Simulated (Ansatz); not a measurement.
Energy difference 2 R1 → P1 + P2, each structure at its B3LYP-D3(BJ)/def2-TZVP stationary point, reached from a drawn start (curvature not checked).
R1: SiH4 (SMILES [SiH4]), charge 0, multiplicity 1.
P1, Si2H6 (SMILES [SiH3][SiH3]) (charge 0, multiplicity 1):
```xyz
8

Si    -1.1660     0.1185    -0.0175
Si     1.1660    -0.1185     0.0175
H     -1.7630    -0.8118    -1.0064
H     -1.5366     1.5060    -0.3883
H     -1.7339    -0.1825     1.3192
H      1.5366    -1.5059     0.3883
H      1.7630     0.8119     1.0064
H      1.7339     0.1825    -1.3192
```
P2: H2 (SMILES [H][H]), charge 0, multiplicity 1.

P less R. No zero-point or thermal terms.

Codes used: Ansatz (a first-principles code) with Gaussian orbitals. Each number belongs to the level named beside it.

Task: What is the computed reaction energy (HF/cc-pV(Q+d)Z)?

Result: 11.6 kcal/mol

Task: Estimate the reaction energy that B97M-V/def2-TZVPP returns for this input.

Result: 4.0 kcal/mol

Task: Estimate the reaction energy that BLYP/def2-TZVPP returns for this input.

Result: 5.9 kcal/mol
